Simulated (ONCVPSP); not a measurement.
## What one change does to a pseudopotential (Ce (Z = 58), ONCV)

cerium (Ce), optimised norm-conserving Vanderbilt (ONCV), made with ONCVPSP 4.0.1 (LDA (Perdew-Wang 92), scalar-relativistic). Core [Xe], reference 5d2 6s2. Waves: 6s: rc 3.85 bohr, ncon 3, nbas 8, qcut 1.5 1/bohr, 3 projectors, debl 2.2 Ha; p scattering state at 0.24 Ha: rc 3.10 bohr, ncon 3, nbas 8, qcut 2.3 1/bohr, 1 projector; 5d: rc 3.85 bohr, ncon 4, nbas 9, qcut 4.3 1/bohr, 2 projectors, debl 1.2 Ha; f scattering state at 0.02 Ha: rc 3.60 bohr, ncon 4, nbas 8, qcut 3 1/bohr, 2 projectors, debl 0.7 Ha. Local part: polynomial inside 3.05 bohr (lpopt 5, dvloc0 0 Ha). Core correction: Teter function, fcfact 3.75, rcfact 1.65.

In the f channel the program set the typed energies aside and used -0.430, 0.270 Ha.

All-electron outer shells of the reference configuration (LDA (PZ), scalar-relativistic, ld1.x):

| shell | level (eV) | outermost node (bohr) | outermost maximum (bohr) |
| --- | --- | --- | --- |
| 5d | -4.19 | 0.91 | 2.04 |
| 6s | -4.15 | 1.77 | 3.54 |

Change: s: rc 5.34.

Cutoffs: the cutoffs (Ha) at which the residual kinetic energy of the hardest occupied pseudo-wave falls to 1 and 0.1 mHa per electron; they do not see the model core or the augmentation charge, which bear on the density cutoff. Errors are all-electron minus pseudo energies relative to the spin-unpolarised reference configuration.

Question: What does the change do?

Answer: The potential gets softer (5.6 Ha and 12 Ha → 5.6 Ha and 6.7 Ha); the errors of the 3 common tests hardly move; neither file shows a bound ghost. A larger radius leaves more room for a smooth pseudo-wave, so fewer plane waves are needed.

```tsv
quantity	base	changed
cutoff, loose	5.6 Ha	5.6 Ha
cutoff, tight	12 Ha	6.7 Ha
loose cutoff by channel	s 2.0 Ha, d 5.6 Ha	s 0.6 Ha, d 5.6 Ha
bound ghosts	none	none
GHOST(+) flags under 300 eV	p at 12.4 eV, s at 85.0 eV	p at 12.4 eV, s at 41.2 eV
tests counted as reliable (solved cleanly; for ONCVPSP, near-neutral configurations with less than one 5d electron left out)	3 of 4	3 of 4
error for 4f1 5d1 6s2, meV [ΔE -4.95 eV]	+2514	+2509
error for 4f1 5d1 6s1, meV [ΔE 1.31 eV]	+2381	+2354
error for 4f1 5d1 6s0, meV [ΔE 12.65 eV]	+1856	+1646
p: phases at 3.15 bohr within 0.05 rad from the reference energy up to (Ha; the scan ends near 5)	0.3	0.3
d: phases at 3.90 bohr within 0.05 rad from the reference energy up to (Ha; the scan ends near 5)	2.2	2.2
f: phases at 3.65 bohr within 0.05 rad from the reference energy up to (Ha; the scan ends near 5)	n/a	n/a
rms error of d²Exc/dni dnj with the model core, mHa	3.57	3.72
```

Base: The cutoffs count occupied waves only; projector 2 of the f channel, the hardest unoccupied one, needs 25 Ha at the loose tolerance. Tests not counted: 4f1 5d1 6s1 6p1 (no result). These tests converged, but a pseudo level misses the all-electron one widely, so the file describes the atom poorly there or has found another state: 4f1 5d1 6s2: 4f by 5.4 eV; 4f1 5d1 6s1: 4f by 5.6 eV; 4f1 5d1 6s0: 4f by 5.9 eV. Changed file: The cutoffs count occupied waves only; projector 2 of the f channel, the hardest unoccupied one, needs 25 Ha at the loose tolerance. Tests not counted: 4f1 5d1 6s1 6p1 (no result). These tests converged, but a pseudo level misses the all-electron one widely, so the file describes the atom poorly there or has found another state: 4f1 5d1 6s2: 4f by 5.4 eV; 4f1 5d1 6s1: 4f by 5.8 eV; 4f1 5d1 6s0: 4f by 6.3 eV.
